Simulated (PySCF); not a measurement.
**Basis and Hamiltonian dependence of the excitation energy of Cr²⁺**

Cr²⁺ [Ar] 3d4 (5D) → Cr²⁺ [Ar] 3d3 4p1 (high-spin determinant). Calculated with PySCF 2.14 from differences of total energies of unrestricted determinants, without spin-orbit coupling. Values in eV.

| basis | Hamiltonian | functions | UHF | r2SCAN | PBE0 | MP2 (valence) | CCSD(T) (valence) | CCSD(T) (valence and next inner shell) |
| --- | --- | --- | --- | --- | --- | --- | --- | --- |
| aug-cc-pVDZ | non-relativistic | 59 | 11.561 | 12.007 | 12.214 | 11.995 | 11.995 | n/a |
| ANO-RCC-VTZP | spin-free X2C | 59 | 11.147 | 11.519 | 11.706 | 11.627 | 11.609 | 11.781 |
| aug-cc-pVDZ-DK | spin-free X2C | 59 | 11.276 | 11.719 | 11.926 | 11.707 | n/a | n/a |
| def2-TZVPPD | non-relativistic | 67 | 11.272 | 11.649 | 11.827 | 11.707 | 11.689 | 11.854 |
| x2c-TZVPPall with one added diffuse shell each of s, p, d, f type | spin-free X2C | 80 | 11.035 | 11.409 | 11.594 | 11.468 | 11.447 | 11.614 |
| aug-cc-pVTZ-DK | spin-free X2C | 93 | 11.042 | 11.417 | 11.611 | 11.493 | 11.470 | n/a |
| def2-QZVPPD | non-relativistic | 93 | 11.283 | 11.665 | 11.871 | 11.771 | 11.751 | n/a |
| dyall-av2z | non-relativistic | 101 | 11.391 | 11.806 | 11.978 | 11.800 | 11.786 | n/a |
| aug-cc-pVTZ with one added diffuse shell each of s, p, d, f, g type | non-relativistic | 118 | 11.278 | 11.645 | 11.839 | 11.731 | n/a | n/a |
| x2c-QZVPPall with one added diffuse shell each of s, p, d, f, g type | spin-free X2C | 121 | 11.046 | 11.430 | 11.641 | 11.531 | n/a | n/a |
| aug-cc-pwCVTZ-DK | spin-free X2C | 127 | 11.032 | 11.414 | 11.616 | 11.518 | n/a | n/a |
| aug-cc-pwCVTZ | non-relativistic | 127 | 11.269 | 11.643 | 11.844 | 11.755 | n/a | n/a |
| aug-cc-pVQZ-DK | spin-free X2C | 140 | 11.032 | 11.403 | 11.612 | 11.519 | n/a | n/a |
| aug-cc-pwCVTZ-DK with one added diffuse shell each of s, p, d, f, g type | spin-free X2C | 152 | 11.032 | 11.413 | 11.616 | 11.518 | n/a | n/a |

Frozen in the all-electron rows: valence: [Ar]; valence and next inner shell: [Ne].

One determinant mixes LS terms of the configuration, so the numbers do not refer to single terms. Non-relativistic rows lack the scalar-relativistic shift.
